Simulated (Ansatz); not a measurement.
Reactions of C$_{3}$H$_{6}$F$_{2}$O, SMILES `COC(F)CF`.

Computed with Ansatz on PBE0-D4/def2-TZVP structures; ΔE is electronic, products minus reactants. CCSD(T)/CBS is the MP2 limit (def2-TZVPP, def2-QZVPP) plus CCSD(T) − MP2 in def2-TZVPP, frozen cores. This one scheme is used for every species, atoms too. For atomizations the MP2-based limit and the directly extrapolated one differ by several kJ/mol either way, and by 10 to 25 for some Ge, Se and Sn compounds, so smaller differences from it don't rank the levels. DFT in def2-TZVPP. No spin–orbit coupling; open shells (•) take unrestricted orbitals. Spin–orbit coupling would lower the free atoms: a little for C, F, O. Each species was taken in one conformer, which may not be the lowest.

| reaction | CCSD(T)/CBS(def2) (kJ/mol) |
| --- | --- |
| `COC(F)CF` → 3 C• + 2 F• + 6 H• + O• | 4682 |
| `COC(F)CF` + H₂ → `COCF` + fluoromethane | ? |
| `COC(F)CF` → `COCF` + `[CH]F` | 384 |
| `COC(F)CF` → `CC(O)(F)CF` | ? |
| `COC(F)CF` + `OC(F)CF` → `FCOC(F)CF` + `COCF` | 29 |
| `COC(F)CF` → `[CH2]` (triplet) + `OC(F)CF` | 390 |
| `COC(F)CF` + `ClC1BC1` → `C[C@@H]1B[C@H]1Cl` + `OC(F)CF` | -45 |
| `COC(F)CF` + `CC(=N)O` → `C/N=C(\C)O` + `OC(F)CF` | ? |
| `COC(F)CF` → `COC(F)F` + `[CH2]` (triplet) | 397 |
| `COC(F)CF` + H₂ → `FCCF` + CH₃OH | -45 |

Task: Fill in the missing values. (Best estimate.)

Result: The calculation gave: `COC(F)CF` + H₂ → `COCF` + fluoromethane: -35.1 kJ/mol; `COC(F)CF` → `CC(O)(F)CF`: -72.6 kJ/mol; `COC(F)CF` + `CC(=N)O` → `C/N=C(\C)O` + `OC(F)CF`: -11.9 kJ/mol.

Largest T1 diagnostic: 0.018, for `[CH]F`.
